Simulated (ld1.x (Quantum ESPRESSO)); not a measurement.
**Pseudopotential generation for In (Z = 49): PAW, revPBE, scalar-relativistic.**

* Element: In (Z = 49)
* Generator: ld1.x (Quantum ESPRESSO) 7.5
* Type: PAW
* Functional: revPBE
* Relativity: scalar-relativistic
* Frozen core: [Ar] 3d10
* Valence charge: 21
* Reference configuration: 4s2 4p6 4d10 5s1.75 5p1.25
* Partial waves: 4s (bound): rcut 1.10, rcutus 1.35 bohr; 5s (bound): rcut 1.10, rcutus 1.35 bohr; 4p (bound): rcut 1.20, rcutus 1.45 bohr; 5p (bound): rcut 1.20, rcutus 1.45 bohr; 4d (bound): rcut 1.30, rcutus 1.70 bohr; 4d channel at 1.8 Ry: rcut 1.30, rcutus 1.70 bohr
* Local potential: all-electron potential smoothed inside 1.25 bohr (lloc = -2)
* Core correction: Bessel-smoothed model core inside 0.95 bohr
* Augmentation charge: BESSEL, radius 1.00 bohr

Poles of the logarithmic derivatives, all-electron (AE) and pseudo (PS). s: poles at -8.7 (AE) and -8.7 (PS) Ry. p: poles at -5.5 (AE) and -5.5 (PS) Ry. d: poles at -0.6 (AE) and -0.6 (PS) Ry. Test radius 1.85 bohr.

- Cutoffs needed: 60 Ry and 100 Ry (the cutoffs (Ry, on a coarse ladder) from which the occupation-weighted sum of valence levels, in a spherical-Bessel basis at the reference potential, stays within 10 and 1 mRy of its value at 400 Ry)
- Ghost test: no extra level below or beside the all-electron valence levels (s, p, d, f tested) (spherical-Bessel basis up to 400 Ry, 20 bohr box)
- Largest excitation error: +113 meV (all-electron minus pseudo) for 4s2 4p6 4d9 5s2 5p1, out of 7 test configurations
- Lowest eigenvalue of the overlap operator: 0.10 (s channel)
